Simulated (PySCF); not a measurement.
Si(Cl)2(F)(SiH3) (Cl2FH3Si2), SMILES F[Si]([SiH3])(Cl)Cl. Coordinates come from a PBE-D3(BJ)/def2-SVP optimisation. The structure was generated by enumeration, and PubChem lists no compound with its InChIKey, so it may never have been made.

Task: Give the equilibrium geometry at PBE-D3(BJ)/def2-SVP (PySCF confirms it by a frequency run) as Cartesian coordinates in Å, and its point group. (The exact figures need the calculation; the answer reports its results.)

Result: point group Cs.
```xyz
8

F     -0.3005    -1.8962     0.0000
Si    -0.0843    -0.2778     0.0000
Si     2.1858     0.2736     0.0000
Cl    -1.0199     0.4686     1.6864
Cl    -1.0199     0.4686    -1.6864
H      2.8344    -0.2888    -1.2327
H      2.8344    -0.2888     1.2327
H      2.2896     1.7719     0.0000
```
